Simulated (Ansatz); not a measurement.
Cl$_{4}$Sn, triplet, at a GFN2-xTB geometry (such geometries of metal compounds can be far from the true shape) (a higher spin typed on purpose: for a closed-shell molecule this is an excited state) (all electrons, no relativity); HF/3-21G in Ansatz (an electronic-structure program).

Ansatz was given this input:
Ansatz 0.2 input:
```yaml
crystal:
  periodic: [false, false, false]
  atoms:
    - {symbol: Cl, position_ang: [-1.97670577, -0.92687362, -1.30496980]}
    - {symbol: Sn, position_ang: [0.00000000, -0.00000000, -0.00000000]}
    - {symbol: Cl, position_ang: [-0.34782266, 2.48534333, 0.41411896]}
    - {symbol: Cl, position_ang: [2.13586910, -0.34597088, -1.33707664]}
    - {symbol: Cl, position_ang: [0.18865933, -1.21249883, 2.22792748]}
basis:
  gaussian:
    orbitals: 3-21G.json
hamiltonian:
  xc: hf
magnetization: {spin_polarized: true, initial_magnetization: 2}
```
The basis file holds 3-21G in the JSON format of the Basis Set Exchange.

The log (banner, timings and long lists left out):

```
Functional definition: HF
958 factors; integrals over basis functions are off by at most 2.2e-4 eV
mean field evaluation 1: about -212951.9767 eV, gradient 1.3e1 eV
mean field evaluation 2: about -212951.9936 eV, gradient 1.3e1 eV
mean field evaluation 4: about -212953.5211 eV, gradient 2.1e0 eV
mean field evaluation 8: about -212954.0516 eV, gradient 1.3e0 eV
mean field evaluation 16: about -212954.8260 eV, gradient 3.0e-2 eV
mean field evaluation 32: about -212954.3272 eV, gradient 5.9e-2 eV
mean field evaluation 64: about -212954.8260 eV, gradient 2.0e-3 eV
mean field evaluation 96: about -212953.9937 eV, gradient 9.6e-1 eV
mean field evaluation 128: about -212954.7920 eV, gradient 2.1e0 eV
mean field evaluation 160: about -212949.4650 eV, gradient 3.9e0 eV
mean field evaluation 192: about -212954.0604 eV, gradient 1.2e0 eV
mean field evaluation 224: about -212953.6881 eV, gradient 1.1e0 eV
mean field evaluation 256: about -212953.5268 eV, gradient 1.7e-4 eV
mean field evaluation 288: about -212954.8261 eV, gradient 1.1e-3 eV
mean field evaluation 320: about -212954.6400 eV, gradient 3.3e0 eV
mean field -212954.82603807 eV, -7825.9455109337 hartree, gradient 7.1e-6 eV, S^2 2.035551; 10 other end points of the search recorded, 0 dependent functions left out
reference -212954.82603807 eV, -7825.9455109337 hartree; 60, 58 occupied and 25, 27 virtual orbitals, 958 factors
Total energy: -212954.82603807 eV, -7825.9455109337 hartree
```
